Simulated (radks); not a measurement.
Valence configurations of Cd (all share [Kr]). Calculated with a radial shooting solver on a logarithmic mesh with Libxc functionals: scalar-relativistic Kohn-Sham, PBE, spin-polarised, spherical densities, point nucleus; open shells are filled with parallel spins first (spin-orbit coupling, left out, can overturn this in heavy ions). Energies are relative to 4d10 5s2; eigenvalues in eV for spin up.

valence           E (eV)  moment (Bohr magnetons)    e(4d)   e(5p)    e(5s)
4d10 5s2           0.000                        0  -11.733       -   -5.660
4d10 5s1.5 5p0.5   2.127                        1  -12.759  -1.904   -6.608
4d10 5s1 5p1       4.045                        2  -13.585  -2.443   -7.372
4d9.5 5s2 5p0.5    5.704                        1  -14.729  -2.057   -7.067
4d10 5p2           9.076                        2  -15.144  -3.164        -
4d9 5s2 5p1       12.260                        2  -17.585  -2.804   -8.307
4d9 5s1 5p2       16.485                        4  -18.936  -3.731   -9.571
4d8 5s2 5p2       27.844                        4  -23.152  -4.144  -10.525
4d8 5s1 5p3       32.087                        6  -24.269  -4.914  -11.569
4d7 5s2 5p3       46.655                        6  -28.666  -5.364  -12.540

NIST lists [Kr] 4d10 5s2 as the ground configuration; this level of theory agrees among the configurations tried. The energies are those of spherical high-spin densities, not of single terms.
